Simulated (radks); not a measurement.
Values are calculated unless marked as measured or tabulated.
The fluorine anion F-, [Ne], held by a Watson sphere: a shell of charge +1 at radius R that stands for the Madelung well of a crystal (potential energy -1/R inside, -1/r outside, in hartree with lengths in bohr). Level of theory: non-relativistic Kohn-Sham, LDA (Slater exchange, Perdew-Wang correlation), spin-polarised, spherical densities, point nucleus (a radial shooting solver on a logarithmic mesh with Libxc functionals). Response by self-consistent Sternheimer equations with the Hartree and adiabatic LDA kernel. The sphere does not respond.

| R (bohr) | e(1s) (eV) | e(2s) (eV) | e(2p) (eV) | <r> 2p (bohr) | sum of <r^2> (bohr^2) | X-ray form factor at sin(theta)/lambda = 0.1 1/angstrom | alpha (bohr^3) |
|---|---|---|---|---|---|---|---|
| 2 | -653.57 | -27.210 | -9.277 | 1.220 | 14.99 | 9.010 | 7.781 |
| 2.28 | -653.10 | -26.351 | -8.492 | 1.240 | 15.55 | 8.981 | 9.004 |
| 2.88 | -652.03 | -24.866 | -7.070 | 1.271 | 16.49 | 8.936 | 11.77 |
| 3 | -651.82 | -24.617 | -6.825 | 1.276 | 16.65 | 8.930 | 12.33 |
| 3.78 | -650.65 | -23.276 | -5.494 | 1.298 | 17.45 | 8.898 | 15.92 |
